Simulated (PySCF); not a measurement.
**Correlation energy of Kr (krypton, neutral)**

[Ar] 3d10 4s2 4p5 5s1, high-spin 3P determinant (an excited configuration). All numbers are calculated (PySCF 2.14, scalar relativity through the core potential, in aug-cc-pV5Z-PP with ECP10MDF (8s7p6d4f3g2h, 136 functions)). Frozen: 3s2 3p6 3d10; 8 electrons correlated.

MP2 pair energies summed by pair of shells (mhartree):

```csv
pair,energy,share (%)
4p-4p,-98.89,55.3
4s-4p,-54.71,30.6
4p-5s,-13.86,7.8
4s-4s,-9.29,5.2
4s-5s,-1.97,1.1
```

Total MP2 correlation energy: -178.72 mhartree.

Same-spin part -41.22 and opposite-spin part -137.50 mhartree; SCS-MP2 scales them by 1/3 and 6/5 to -178.74 mhartree.
